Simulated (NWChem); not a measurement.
Species: VOCl$_{3}$; SMILES [O]=[V]([Cl])([Cl])[Cl]

```xyz
5

V      0.0000     0.0000     0.2575
O      0.0000     0.0000     1.7849
Cl     0.4219     1.9805    -0.3961
Cl     1.5042    -1.3556    -0.3961
Cl    -1.9261    -0.6249    -0.3961
```
Atoms are numbered in this order, from 1.

Program: NWChem. Pople sets run with spherical d functions. Geometry: optimised at PBE0/def2-SVP.

Q: Among these, which level gives the lowest value of “dipole (D)”?
(A) Hartree-Fock/6-31G*
(B) Hartree-Fock/3-21G
(C) Hartree-Fock/STO-3G

A: A, Hartree-Fock/6-31G*. Values: Hartree-Fock/6-31G* 0.17; Hartree-Fock/3-21G 0.58; Hartree-Fock/STO-3G 0.96
